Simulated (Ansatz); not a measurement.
Frontier orbitals of `CC#CB(O)[SiH3]`.

```xyz
13

C     2.017    0.830    1.942
C     0.936    0.648    0.998
C     0.029    0.496    0.210
B    -1.079    0.212   -0.791
O    -1.975    1.169   -1.144
Si   -1.239   -1.631   -1.626
H     2.527    1.781    1.773
H     2.751    0.025    1.861
H     1.631    0.835    2.965
H    -1.818    2.007   -0.695
H     0.020   -1.975   -2.346
H    -2.371   -1.740   -2.586
H    -1.428   -2.658   -0.561
```

The species carries charge 0 and has multiplicity 1. All single points use the PBE0-D4/def2-TZVP geometry. It is one conformer, not always the lowest. Basis def2-TZVPP, Ansatz.

Orbital energies of one run (eV). Highest occupied ones, from the top: -10.17, -10.79, -11.33, -12.19, -12.20, -13.86, -14.14, -15.56, -15.58, -16.08, -17.70, -17.99, -19.63, -23.22. Empty: 0.85, 2.29, 2.99, 3.52, 3.68, 3.77.

Which functional gave them?
A. LC-ωPBE
B. HSE06 (plane-wave form)
C. ωB97X-V
D. B3LYP

A. HOMO energies: LC-ωPBE -10.17, B3LYP -7.30, ωB97X-V -9.81, HSE06 -7.11 eV.

B3LYP here is the variant with VWN-RPA as its local correlation; programs differ in this. LC-ωPBE has ω = 0.4 bohr⁻¹.
